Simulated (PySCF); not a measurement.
**Correlation energy of Br⁺ (bromine, charge +1)**

[Ar] 3d10 4s2 4p4, high-spin 3P determinant. All numbers are calculated (PySCF 2.14, a scalar-relativistic core potential, in cc-pVDZ-PP with ECP10MDF). Frozen: 3s2 3p6 3d10; 6 electrons correlated.

MP2 pair energies summed by pair of shells (mhartree):

```json
{"pair": "4p-4p", "energy": "-35.03", "share (%)": "48.4"}
{"pair": "4s-4p", "energy": "-31.77", "share (%)": "43.9"}
{"pair": "4s-4s", "energy": "-5.65", "share (%)": "7.8"}
```

Total MP2 correlation energy: -72.46 mhartree.

Same-spin part -18.02 and opposite-spin part -54.44 mhartree; SCS-MP2 scales them by 1/3 and 6/5 to -71.33 mhartree.

```json
{"level": "CCSD", "correlation energy (mhartree)": "-87.83"}
{"level": "(T)", "correlation energy (mhartree)": "-0.81"}
{"level": "CCSD(T)", "correlation energy (mhartree)": "-88.64"}
```

Diagnostics: T1 = 0.0059, D1 = 0.0191, largest double amplitude 0.052.

Cost of the coupled-cluster step: 0.06 s of wall time on 1 thread of Intel(R) Xeon(R) 6975P-C (shared host), for 6 correlated electrons.

Iterations:

```
CC2 = 0
CCSD nocc = (np.int64(4), np.int64(2)), nmo = (14, 14)
frozen orbitals [[0, 1, 2, 3, 4, 5, 6, 7, 8], [0, 1, 2, 3, 4, 5, 6, 7, 8]]
max_cycle = 100
direct = 0
conv_tol = 1e-08
conv_tol_normt = 1e-06
diis_space = 8
diis_start_cycle = 0
Init t2, MP2 energy = -0.0724556572718775
Init E_corr(UCCSD) = -0.0724556572748745
cycle = 1  E_corr(UCCSD) = -0.0844286262327408  dE = -0.011972969  norm(t1,t2) = 0.0339387
cycle = 2  E_corr(UCCSD) = -0.086845489295717  dE = -0.00241686306  norm(t1,t2) = 0.0102667
cycle = 3  E_corr(UCCSD) = -0.0878389890885161  dE = -0.000993499793  norm(t1,t2) = 0.00372666
cycle = 4  E_corr(UCCSD) = -0.087821900296013  dE = 1.70887925e-05  norm(t1,t2) = 0.000382146
cycle = 5  E_corr(UCCSD) = -0.0878255429432771  dE = -3.64264726e-06  norm(t1,t2) = 9.19001e-05
cycle = 6  E_corr(UCCSD) = -0.087824975671167  dE = 5.6727211e-07  norm(t1,t2) = 1.91401e-05
cycle = 7  E_corr(UCCSD) = -0.0878250973398688  dE = -1.21668702e-07  norm(t1,t2) = 2.83855e-06
cycle = 8  E_corr(UCCSD) = -0.0878250576260447  dE = 3.97138241e-08  norm(t1,t2) = 3.69676e-07
cycle = 9  E_corr(UCCSD) = -0.0878250626752542  dE = -5.04920954e-09  norm(t1,t2) = 5.69917e-08
UCCSD converged
E(UCCSD) = -415.1664602342303  E_corr = -0.08782506267525421
UCCSD(T) correction = -0.000806524469709079
```
